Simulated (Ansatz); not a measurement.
Worked example: the barrier

An elementary step of Si₂H₆Cl₂, singlet (SiH₂Cl₂ ([Cl][SiH2][Cl]) + SiH₄ → Si₂H₅Cl ([SiH3][SiH2][Cl]) + HCl; bonds formed: Si1–Si7, Cl2–H6; bonds broken: Si1–Cl2, H6–Si7). “Start” is the structure reached by relaxing down from the saddle towards the reactants; PBE0-D4/def2-TZVP structures. The saddle:

```
10
angstrom
Si -0.4698 -0.9377 -0.6360
Cl 1.5591 -1.9662 0.4307
H 0.2120 -1.2128 -1.9040
H -1.2265 -1.9003 0.1701
Cl -2.0199 0.3443 -1.2862
H 0.7706 -0.4281 0.3918
Si 0.2646 1.2379 0.5919
H -0.9640 1.4495 1.3825
H 1.4718 1.3065 1.4533
H 0.4020 2.1068 -0.5940
```

Ansatz 0.2.0; basis: def2-TZVPP and def2-QZVPP; cores frozen in the correlated methods.

Energies in eV:

| quantity | saddle | start |
| --- | --- | --- |
| Hartree–Fock, triple zeta (X = 3) | -40827.10210 | -40830.56052 |
| Hartree–Fock, quadruple zeta (X = 4) | -40828.30171 | -40831.76067 |
| MP2 correlation, X = 3 | -18.45384 | -17.59383 |
| MP2 correlation, X = 4 | -20.12477 | -19.21505 |
| CCSD(T) correlation, X = 3 | -21.17271 | -20.34635 |

(1) Work out the barrier at the basis limit: extrapolate Hartree–Fock as E(X) = E∞ + A exp(−7.88 √X) and the MP2 correlation as E(X) = E∞ + B X^−2.97 (the exponents that Neese and Valeev fitted for def2-TZVPP and QZVPP), then add CCSD(T) − MP2 in triple zeta.

The T1 diagnostic stays at or below 0.013.

## Answers

(1) Each step is linear, so take the differences first (saddle − start): Hartree–Fock 3.45842 (X = 3) and 3.45896 (X = 4); MP2 correlation -0.86001 and -0.90972; CCSD(T) correlation -0.82636.
Two points give E∞ = E(4) + w [E(4) − E(3)], with w = 1/(exp(7.88 (2 − √3)) − 1) = 0.1377 for Hartree–Fock and w = 1/((4/3)^2.97 − 1) = 0.7407 for the correlation.
Hartree–Fock: 3.45896 + 0.1377 × 0.00054 = 3.4590 eV.
MP2 correlation: -0.90972 + 0.7407 × (-0.04971) = -0.9465 eV.
CCSD(T) − MP2: -0.82636 − (-0.86001) = 0.0337 eV.
Sum: 3.4590 + (-0.9465) + 0.0337 = 2.5462 eV, or 58.72 kcal/mol. Plain CCSD(T) in triple zeta gives 2.6321 eV, so the larger basis shifts the result by -0.0859 eV.

Labels in which every atom is bracketed show which atoms are joined, not bond orders.

For scale, one of the runs: CCSD(T)/def2-TZVPP, 252 basis functions, launched by `ansatz run in.yaml --threads 4 --pin off --events-out ev --progress --plain --max-ram 9574MiB`. Hardware: 4 CPU threads of an Arm Neoverse N1, shared host. Wall time 2.8 min; peak host memory 4.7 GiB.
